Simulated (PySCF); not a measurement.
# Electron correlation in Si⁺ (silicon, charge +1)

[Ne] 3s2 3p1, 2P determinant. All numbers are calculated (PySCF 2.14, the spin-free X2C one-electron Hamiltonian (Gaussian nucleus), in x2c-QZVPPall). Frozen: [Ne]; 3 electrons correlated.

| level | correlation energy (mhartree) |
| --- | --- |
| CCSD | -60.05 |
| (T) | -1.20 |
| CCSD(T) | -61.25 |

Diagnostics: T1 = 0.015, D1 = 0.0326, largest double amplitude 0.104.

Cost of the coupled-cluster step: of the order of 4 core-seconds, for 3 correlated electrons.
